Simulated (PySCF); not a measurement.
Job for PySCF: R-BP86/LANL2DZ on FHSn (SMILES [F][SnH]), a point of a bond scan (R = 1.765 Å).

```python
from pyscf import gto, scf, dft, mp
from pyscf.data.elements import chemcore

mol = gto.M(
    atom='''
    Sn   -0.09096150   -0.17370643    0.21890608
    H    -1.03509234   -1.08911628   -1.00040016
    F     0.54922060    0.96007314   -0.97259977
    ''',
    basis='lanl2dz',
    ecp={'Sn': 'lanl2dz'},
    charge=0, spin=0, verbose=3, max_memory=1800)
mf = dft.RKS(mol, xc='b88,p86')
mf.conv_tol = 1e-8
mf.max_cycle = 100
mf.kernel()
if not mf.converged:
    mf = mf.newton().run(mf.mo_coeff, mf.mo_occ)
```

The log:

```
converged SCF energy = -103.849934689279
```

Self-consistency was reached.

Cost: very roughly 1.3 core-seconds.
